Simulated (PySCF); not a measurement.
Molecular orbitals of ZnO⁺

PBE at R = 1.825 Å; PySCF, no relativity, basis sets Zn pcseg-1, O pcseg-1. State: ²Π (doublet), unpaired electrons π ↑. Only the outer orbitals are listed, counted within each symmetry.

```tsv
spin	orbital	occ.	ε (eV)	on Zn (%)	main shells (%)
α	3π	1	-20.80	98	98 Zn d
α	8σ	1	-20.78	93	93 Zn d
α	3π	1	-20.68	99	99 Zn d
α	1δ	1	-20.63	100	100 Zn d
α	1δ	1	-20.63	100	100 Zn d
α	9σ	1	-16.05	33	64 O p, 27 Zn s
α	4π	1	-16.05	5	95 O p
α	4π	1	-14.16	6	94 O p
α	10σ	0	-12.38	83	66 Zn s, 17 O p, 16 Zn p
α	5π	0	-6.42	98	97 Zn p
α	5π	0	-6.21	96	96 Zn p
β	7σ	1	-28.93	9	90 O s
β	3π	1	-20.73	99	99 Zn d
β	3π	1	-20.69	99	99 Zn d
β	8σ	1	-20.69	95	95 Zn d
β	1δ	1	-20.64	100	100 Zn d
β	1δ	1	-20.63	98	98 Zn d
β	9σ	1	-15.42	41	55 O p, 38 Zn s
β	4π	1	-13.49	6	94 O p
β	4π	0	-12.70	8	92 O p
β	10σ	0	-12.23	74	54 Zn s, 26 O p, 19 Zn p
β	5π	0	-6.33	95	95 Zn p
```

**Question.** Which are the highest filled and the lowest empty level, where do they sit, and how wide is the gap?

**Answer.** Highest filled β 4π at -13.49 eV (in %: 94 O p); lowest empty β 4π at -12.70 eV (in %: 92 O p); the gap at PBE is 0.79 eV. Both belong to one degenerate shell, split only by its one-sided filling, so this is no excitation gap.

```json
{"bond order (Mayer)": "1.22", "⟨S²⟩": "0.769", "charge on Zn (Mulliken, basis-dependent)": "1.14", "charge on Zn (Löwdin, basis-dependent)": "1.08", "dipole moment (positive dipole points towards O; it is taken about the centre of mass and depends on that origin)": "-4.11 D", "polarisability along the bond": "28.9 bohr³", "polarisability across the bond": "11.4 bohr³"}
```

The state is the lowest determinant that a PBE0 search found; another state may lie lower at other levels.
